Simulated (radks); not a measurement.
Question: Species: Sc2+. Configuration: [Ar] 5s1 (not the ground configuration). Method: scalar-relativistic Kohn-Sham, BLYP, spin-unpolarised, spherical densities, point nucleus; computed with a radial shooting solver on a logarithmic mesh with Libxc functionals. Some entries of the table are withheld. Estimate them.

orbital  occ.  eigenvalue (eV)  <r> (bohr)
1s          2              (1)         (2)
2s          2        -501.8094      0.3437
2p          6        -415.8837         (3)
3s          2              (4)       1.057
3p          6              (5)       1.132
5s          1          -9.2898         (6)

Answer: 
(1) 1s eigenvalue (eV): -4425.978
(2) 1s <r> (bohr): 0.07304
(3) 2p <r> (bohr): 0.3077
(4) 3s eigenvalue (eV): -80.6217
(5) 3p eigenvalue (eV): -58.8840
(6) 5s <r> (bohr): 5.761
